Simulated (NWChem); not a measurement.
System: C₃H₄F₂O; SMILES CC(F)(F)C=O

Input file for NWChem:

```
start job
memory heap 200 mb stack 900 mb global 1100 mb
geometry units angstroms noautosym nocenter noautoz
  C     -1.512179     0.363510     0.000000
  C     -0.007515     0.353702     0.000000
  F      0.491301     1.007254    -1.105702
  F      0.491301     1.007254     1.105702
  C      0.650783    -1.041333     0.000000
  O      0.034213    -2.081493     0.000000
  H     -1.892319    -0.158562     0.897352
  H     -1.868308     1.410677     0.000000
  H     -1.892319    -0.158562    -0.897352
  H      1.780126    -0.985115     0.000000
end
basis spherical
  * library def2-svp
end
dft
  xc m05-2x
  iterations 150
end
cosmo
  dielec 20.7
end
task dft energy
```

NWChem printed, in part:

```
             Northwest Computational Chemistry Package (NWChem) 7.3.0
             --------------------------------------------------------

                             Geometry "geometry" -> ""
                             -------------------------

 Output coordinates in angstroms (scale by  1.889725989 to convert to a.u.)

  No.       Tag          Charge          X              Y              Z
 ---- ---------------- ---------- -------------- -------------- --------------
    1 C                    6.0000    -1.51217900     0.36351000     0.00000000
    2 C                    6.0000    -0.00751500     0.35370200     0.00000000
    3 F                    9.0000     0.49130100     1.00725400    -1.10570200
    4 F                    9.0000     0.49130100     1.00725400     1.10570200
    5 C                    6.0000     0.65078300    -1.04133300     0.00000000
    6 O                    8.0000     0.03421300    -2.08149300     0.00000000
    7 H                    1.0000    -1.89231900    -0.15856200     0.89735200
    8 H                    1.0000    -1.86830800     1.41067700     0.00000000
    9 H                    1.0000    -1.89231900    -0.15856200    -0.89735200
   10 H                    1.0000     1.78012600    -0.98511500     0.00000000

 Effective nuclear repulsion energy (a.u.)     247.3698167734

                                 NWChem DFT Module
                                 -----------------

 Summary of "ao basis" -> "ao basis" (spherical)
 ------------------------------------------------------------------------------
       Tag                 Description            Shells   Functions and Types
 ---------------- ------------------------------  ------  ---------------------
 C                          def2-svp                 6       14   3s2p1d
 F                          def2-svp                 6       14   3s2p1d
 O                          def2-svp                 6       14   3s2p1d
 H                          def2-svp                 3        5   2s1p

 in cosmo_initialize ...

 solvent parameters
 solvname_short: unkn
 solvname_long:  unknown
 dielec:       20.7000

          ---------------
          -cosmo- solvent
          ---------------
 Cosmo: York-Karplus, doi: 10.1021/jp992097l
 dielectric constant -eps-     =  20.70
 screen = (eps-1)/(eps    )    =   0.95169
 surface charge correction     = lagrangian

   van der Waals surface
 --------------------------

[...]

                                   COSMO solvation results
                                   -----------------------

                 gas phase energy =      -391.265378425130
                 sol phase energy =      -391.273026569837
 (electrostatic) solvation energy =         0.007648144707 (    4.80 kcal/mol)

                       DFT Final Molecular Orbital Analysis
                       ------------------------------------

 Vector   22  Occ=2.000000D+00  E=-4.694801D-01
              MO Center= -1.2D+00,  8.2D-02, -1.0D-08, r^2= 2.4D+00
   Bfn.  Coefficient  Atom+Function         Bfn.  Coefficient  Atom+Function
  ----- ------------  ---------------      ----- ------------  ---------------
     6      0.404428   1 C  pz               85      0.287480   7 H  s
    95     -0.287480   9 H  s                32      0.186325   3 F  px
    46     -0.186325   4 F  px                9      0.163815   1 C  pz
    76     -0.155576   6 O  pz               35     -0.133532   3 F  px
    49      0.133532   4 F  px               62     -0.103175   5 C  pz

 Vector   23  Occ=2.000000D+00  E=-4.579573D-01
              MO Center= -3.2D-01,  2.5D-01,  7.5D-10, r^2= 2.8D+00
   Bfn.  Coefficient  Atom+Function         Bfn.  Coefficient  Atom+Function
  ----- ------------  ---------------      ----- ------------  ---------------
     4      0.331283   1 C  px               32     -0.310607   3 F  px
    46     -0.310607   4 F  px               18     -0.293231   2 C  px
    35      0.220344   3 F  px               49      0.220344   4 F  px
    74      0.209910   6 O  px               17      0.165156   2 C  s
    59     -0.160106   5 C  s                16      0.140757   2 C  s

 Vector   24  Occ=2.000000D+00  E=-3.570192D-01
              MO Center=  3.0D-01, -1.2D+00,  1.1D-09, r^2= 2.3D+00
   Bfn.  Coefficient  Atom+Function         Bfn.  Coefficient  Atom+Function
  ----- ------------  ---------------      ----- ------------  ---------------
    74      0.432183   6 O  px               17      0.362369   2 C  s
    77      0.314416   6 O  px               75     -0.266692   6 O  py
    19     -0.245008   2 C  py              100     -0.243451  10 H  s
    78     -0.208247   6 O  py               60     -0.170522   5 C  px
    18      0.167330   2 C  px               22     -0.162036   2 C  py

 Vector   25  Occ=0.000000D+00  E=-1.021739D-02
              MO Center=  4.3D-01, -1.2D+00, -2.3D-09, r^2= 1.8D+00
   Bfn.  Coefficient  Atom+Function         Bfn.  Coefficient  Atom+Function
  ----- ------------  ---------------      ----- ------------  ---------------
    65      0.494270   5 C  pz               62      0.490658   5 C  pz
    79     -0.436976   6 O  pz               76     -0.406625   6 O  pz
    23      0.215269   2 C  pz               31      0.135883   3 F  s
    45     -0.135883   4 F  s                33      0.124474   3 F  py
    47     -0.124474   4 F  py               20      0.123112   2 C  pz

 Vector   26  Occ=0.000000D+00  E= 1.361453D-01
              MO Center= -1.8D+00,  2.9D-01, -1.8D-08, r^2= 5.2D+00
   Bfn.  Coefficient  Atom+Function         Bfn.  Coefficient  Atom+Function
  ----- ------------  ---------------      ----- ------------  ---------------
     3      2.802742   1 C  s                91     -1.251832   8 H  s
    86     -1.153311   7 H  s                96     -1.153311   9 H  s
    17     -0.584999   2 C  s                73      0.367385   6 O  s
   101     -0.345548  10 H  s                64      0.299528   5 C  py
    63      0.283244   5 C  px                7     -0.275667   1 C  px

[...]
```

Level: M05-2X/def2-SVP, COSMO on the gas-phase geometry. Structure relaxed at the PBE-D3(BJ)/def2-SVP level. COSMO prints the solvation energy as gas minus solution, so a positive value is a stabilisation.
